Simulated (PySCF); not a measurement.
C6H6FN.
Bonds: N1–C2, C2–C3 (aromatic), C3–C4 (aromatic), C4–C5 (aromatic), C5–C6 (aromatic), C6–C7 (aromatic), C7–F8, C2–C7 (aromatic). Hydrogens: H9, H10 on N1; H11 on C3; H12 on C4; H13 on C5; H14 on C6.

The same species was optimised twice, with GFN2-xTB and with PBE0-D3(BJ)/def2-SVP (PySCF), and the same property calculations (PySCF, gas phase) were run on both structures.

| coordinate | GFN2-xTB | PBE0-D3(BJ)/def2-SVP | change |
| --- | --- | --- | --- |
| C7–F8 (Å) | 1.362 | 1.344 | -0.018 |
| C3–C4 (Å) | 1.382 | 1.394 | +0.012 |
| C5–C6 (Å) | 1.386 | 1.397 | +0.011 |
| C4–C5 (Å) | 1.384 | 1.393 | +0.009 |
| C2–C3 (Å) | 1.395 | 1.402 | +0.007 |
| C2–C7 (Å) | 1.398 | 1.405 | +0.007 |
| C6–C7 (Å) | 1.376 | 1.382 | +0.006 |
| N1–C2 (Å) | 1.374 | 1.376 | +0.002 |
| N1–C2–C3 (°) | 122.1 | 123.4 | +1.3 |
| N1–C2–C7 (°) | 120.9 | 119.7 | -1.2 |
| C2–C7–F8 (°) | 118.0 | 117.1 | -0.9 |
| C6–C7–F8 (°) | 119.3 | 120.1 | +0.8 |
| C4–C5–C6 (°) | 119.6 | 119.2 | -0.4 |
| C5–C6–C7 (°) | 119.1 | 119.4 | +0.3 |
| C2–C7–C6 (°) | 122.7 | 122.8 | +0.1 |
| C3–C2–C7 (°) | 116.9 | 116.8 | -0.1 |

Rotational constants: A = 3305, B = 2246, C = 1338 MHz (GFN2-xTB) against A = 3332, B = 2220, C = 1333 MHz (PBE0-D3(BJ)/def2-SVP).

On the GFN2-xTB structure: HOMO (eV) -6.03 [PBE0/pcSseg-1]; LUMO (eV) -0.09 [PBE0/pcSseg-1]; dipole (D) 1.79 [PBE0/pcSseg-1]; GIAO shielding of N1 (ppm) 202.9 [PBE0/pcSseg-1]; GIAO shielding of C2 (ppm) 46.3 [PBE0/pcSseg-1]; GIAO shielding of C3 (ppm) 68.0 [PBE0/pcSseg-1]; GIAO shielding of C4 (ppm) 56.9 [PBE0/pcSseg-1]; GIAO shielding of C5 (ppm) 65.7 [PBE0/pcSseg-1]; GIAO shielding of C6 (ppm) 65.4 [PBE0/pcSseg-1]; GIAO shielding of C7 (ppm) 27.7 [PBE0/pcSseg-1]; GIAO shielding of F8 (ppm) 324.2 [PBE0/pcSseg-1].

**Question.** What do these properties become on the PBE0-D3(BJ)/def2-SVP structure?

**Answer.** 
| property | level | on GFN2-xTB | on PBE0-D3(BJ)/def2-SVP | change |
| --- | --- | --- | --- | --- |
| HOMO (eV) | PBE0/pcSseg-1 | -6.03 | -6.03 | 0.00 |
| LUMO (eV) | PBE0/pcSseg-1 | -0.09 | -0.12 | -0.03 |
| dipole (D) | PBE0/pcSseg-1 | 1.79 | 1.73 | -0.06 |
| energy, GFN2-xTB geometry as zero (kcal/mol) | PBE0/pcSseg-1 | 0.0 | -0.3 | -0.3 |
| GIAO shielding of N1 (ppm) | PBE0/pcSseg-1 | 202.9 | 201.7 | -1.2 |
| GIAO shielding of C2 (ppm) | PBE0/pcSseg-1 | 46.3 | 44.4 | -1.9 |
| GIAO shielding of C3 (ppm) | PBE0/pcSseg-1 | 68.0 | 66.4 | -1.6 |
| GIAO shielding of C4 (ppm) | PBE0/pcSseg-1 | 56.9 | 54.7 | -2.2 |
| GIAO shielding of C5 (ppm) | PBE0/pcSseg-1 | 65.7 | 63.2 | -2.5 |
| GIAO shielding of C6 (ppm) | PBE0/pcSseg-1 | 65.4 | 64.2 | -1.2 |
| GIAO shielding of C7 (ppm) | PBE0/pcSseg-1 | 27.7 | 27.5 | -0.2 |
| GIAO shielding of F8 (ppm) | PBE0/pcSseg-1 | 324.2 | 324.6 | +0.4 |

The heavy atoms differ by 0.017 Å rms after alignment. Among bonds between heavy atoms C7–F8 changes most (-0.018 Å). Changes are differences of the printed values. Neither structure is proved a minimum here.

Shape of the structure used: `[NH2:1][c:2]1[cH:3][cH:4][cH:5][cH:6][c:7]1[F:8]`: H–N1–C2–C3 163°, H–N1–C2–C3 24°.
